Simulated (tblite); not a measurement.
C4H8B2.
Bonds: B1–C2, C2–C3 (double), C3–C4, C4–B5, B5–C6, B1–C6. Hydrogens: H7 on B1; H8 on C2; H9 on C3; H10, H11 on C4; H12 on B5; H13, H14 on C6.

Computed with GFN2-xTB (tblite), gas phase: L-BFGS steps from a force-field or distance-geometry start until the largest atomic force falls under 0.01 eV/Å.

Step 44: E = -409.7256 eV
```
atom  x, y, z in Å  |  force x, y, z in eV/Å
B1     -0.3426    1.5361   -0.2353    0.090   0.053   0.039
C2      1.1122    1.0890    0.0154    0.002  -0.025   0.001
C3      1.4622   -0.1907    0.2025   -0.081  -0.068  -0.038
C4      0.5123   -1.3495    0.1311   -0.022  -0.035  -0.026
B5     -0.9432   -0.9880   -0.3856    0.043  -0.065   0.024
C6     -1.4606    0.4390   -0.0341    0.031   0.027   0.007
H7     -0.6095    2.6505   -0.4999    0.030  -0.074  -0.015
H8      1.9175    1.8153    0.0489   -0.008   0.052   0.009
H9      2.4991   -0.4618    0.3862   -0.020   0.029   0.023
H10     0.9922   -2.1535   -0.4406   -0.042   0.068   0.013
H11     0.4115   -1.7652    1.1452    0.050   0.059  -0.043
H12    -1.5652   -1.7776   -0.9902   -0.027   0.014  -0.015
H13    -2.4392    0.7168   -0.4248    0.006  -0.068  -0.010
H14    -1.5474    0.4391    1.0590   -0.052   0.032   0.032
```

Step 45: E = -409.7274 eV
```
atom  x, y, z in Å  |  force x, y, z in eV/Å
B1     -0.3414    1.5361   -0.2396    0.076   0.018   0.017
C2      1.1095    1.0877    0.0248    0.048  -0.007   0.012
C3      1.4619   -0.1918    0.2078   -0.058  -0.034  -0.031
C4      0.5131   -1.3509    0.1269   -0.014   0.006  -0.027
B5     -0.9457   -0.9878   -0.3771    0.044  -0.036   0.000
C6     -1.4592    0.4430   -0.0298   -0.001  -0.017   0.011
H7     -0.6050    2.6420   -0.5350    0.031  -0.042  -0.005
H8      1.9117    1.8170    0.0672    0.006   0.044   0.004
H9      2.5009   -0.4594    0.3935   -0.069   0.024   0.019
H10     0.9903   -2.1422   -0.4625   -0.031   0.025   0.021
H11     0.4202   -1.7787    1.1362    0.056   0.034  -0.042
H12    -1.5701   -1.7776   -0.9787   -0.037   0.015  -0.005
H13    -2.4384    0.7189   -0.4179   -0.017  -0.061  -0.039
H14    -1.5486    0.4431    1.0621   -0.033   0.030   0.065
```

Step 46: E = -409.7286 eV
```
atom  x, y, z in Å  |  force x, y, z in eV/Å
B1     -0.3393    1.5371   -0.2437    0.048  -0.040   0.013
C2      1.1087    1.0875    0.0324    0.039   0.017   0.002
C3      1.4606   -0.1925    0.2120   -0.024   0.002  -0.026
C4      0.5135   -1.3520    0.1227   -0.001   0.023  -0.013
B5     -0.9469   -0.9881   -0.3713    0.012  -0.008  -0.018
C6     -1.4572    0.4457   -0.0265   -0.034  -0.032   0.027
H7     -0.6014    2.6356   -0.5621    0.033  -0.012  -0.001
H8      1.9080    1.8194    0.0806    0.025   0.031   0.007
H9      2.5003   -0.4571    0.4013   -0.087   0.009   0.018
H10     0.9886   -2.1337   -0.4796   -0.018  -0.004   0.024
H11     0.4273   -1.7895    1.1283    0.056   0.018  -0.047
H12    -1.5758   -1.7781   -0.9697   -0.030   0.026   0.011
H13    -2.4385    0.7186   -0.4124   -0.007  -0.054  -0.050
H14    -1.5485    0.4466    1.0658   -0.015   0.026   0.054
```

**Question.** Estimate the geometry and energy of step 47. (The exact step hangs on the optimiser's Hessian estimate; all steps are aligned on step 46, rigid shifts and turns removed.)

**Answer.** E = -409.7297 eV, largest force 0.081 eV/Å
```
atom  x, y, z in Å  |  force x, y, z in eV/Å
B1     -0.3366    1.5366   -0.2469   -0.012  -0.057  -0.003
C2      1.1085    1.0873    0.0383    0.037   0.041  -0.001
C3      1.4591   -0.1931    0.2147    0.010   0.040  -0.014
C4      0.5139   -1.3526    0.1187    0.005   0.034  -0.014
B5     -0.9480   -0.9887   -0.3665   -0.021   0.024  -0.026
C6     -1.4565    0.4473   -0.0228   -0.035  -0.038   0.043
H7     -0.5971    2.6297   -0.5853    0.038  -0.012   0.009
H8      1.9053    1.8219    0.0929    0.033   0.009   0.006
H9      2.4985   -0.4547    0.4084   -0.078  -0.012   0.018
H10     0.9871   -2.1265   -0.4935   -0.004  -0.030   0.016
H11     0.4350   -1.7978    1.1206    0.050  -0.002  -0.031
H12    -1.5814   -1.7779   -0.9621   -0.022   0.029   0.020
H13    -2.4388    0.7178   -0.4086    0.002  -0.047  -0.055
H14    -1.5496    0.4503    1.0700   -0.001   0.021   0.031
```

The energy changes by -0.0011 eV. The first-order estimate −F·Δx gives -0.0014 eV and the mean of the old and new forces, exact on a quadratic surface, -0.0011 eV. The step makes an angle of 79° with the force vector and moves no atom by more than 0.024 Å.

The cost below is that of the whole relaxation. On one thread of an Intel Xeon at 2.50 GHz, no GPU (shared host), this took 1.3 s wall, 1.1 s CPU.
